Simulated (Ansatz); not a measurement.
Si2O2⁺. The state is a doublet with charge 1. Geometry PBE0-D4/def2-TZVP, that of the neutral singlet; atoms count from 1.

```
atom    x (Å)    y (Å)    z (Å)
 Si1  -0.3751  -0.8698   0.7692
 Si2   0.3748   0.8697  -0.7694
  O3  -0.6956   0.7751   0.5374
  O4   0.6958  -0.7750  -0.5372
```

The structure comes from a short search, and lower isomers may exist.

(1) Estimate the Mulliken populations from the PBE0/def2-TZVP orbitals of Ansatz.

(2) Where does the spin sit?

(3) And the Mayer bond orders between bonded heavy atoms (over 0.3)?

## Answers

(1) 
| atom | charge (e) | spin (α − β) |
| --- | --- | --- |
| Si1 | 0.79 | 0.34 |
| Si2 | 0.79 | 0.34 |
| O3 | -0.29 | 0.16 |
| O4 | -0.29 | 0.16 |
Mulliken values and Mayer orders depend strongly on the basis.

(2) Summed by element: Si 0.69, O 0.31, of 1 unpaired in all. Largest on single atoms: Si2 0.34, Si1 0.34, O4 0.16.

(3) Si1–Si2 0.48 (2.44 Å); Si1–O3 1.13 (1.69 Å); Si1–O4 1.12 (1.69 Å); Si2–O3 1.12 (1.69 Å); Si2–O4 1.13 (1.69 Å).
